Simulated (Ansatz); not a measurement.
The cluster Si5Mo2⁺ (the lowest doublet isomer of a short search) was relaxed with r2SCAN-D4 (def2-SVP) in Ansatz in these states: charge +1 doublet, charge +1 quartet. The geometries follow in no particular order.

In the def2 sets Mo takes a core potential; there is no spin–orbit coupling.

A:

```xyz
7

Mo    0.940   -1.028    0.629
Mo    1.528    1.149    0.641
Si   -0.637    0.097    2.011
Si    0.636    0.478   -1.528
Si   -0.022   -1.800   -1.533
Si   -1.569   -0.547   -0.324
Si   -0.877    1.652    0.104
```

B:

```xyz
7

Mo    0.537    1.064   -0.718
Mo    1.361    1.169    1.376
Si    0.922   -1.194   -1.647
Si   -0.890    0.446    1.380
Si   -1.930    0.930   -0.630
Si   -1.147   -1.342   -0.413
Si    1.148   -1.073    0.653
```

Judge from the bond lengths which geometry belongs to which state (an estimate).

A is the charge +1 quartet (Mo1–Si7 3.280 Å, Mo1–Si6 2.726 Å, Si6–Si7 2.345 Å); B is the charge +1 doublet (Mo1–Si7 2.611 Å, Mo1–Si6 2.952 Å, Si6–Si7 2.545 Å).

At r2SCAN-D4/def2-SVP the charge 1 quartet is spin-contaminated (final ⟨S²⟩ up to 3.87, 3.75 for a pure state). At r2SCAN-D4/def2-SVP the charge 1 doublet is spin-contaminated (final ⟨S²⟩ up to 0.83, 0.75 for a pure state). At PBE0-D4/def2-TZVP a doublet lies 0.45 eV below the charge +1 quartet. These are the stationary points nearest to one start from a short search; other shapes may lie lower in each state.
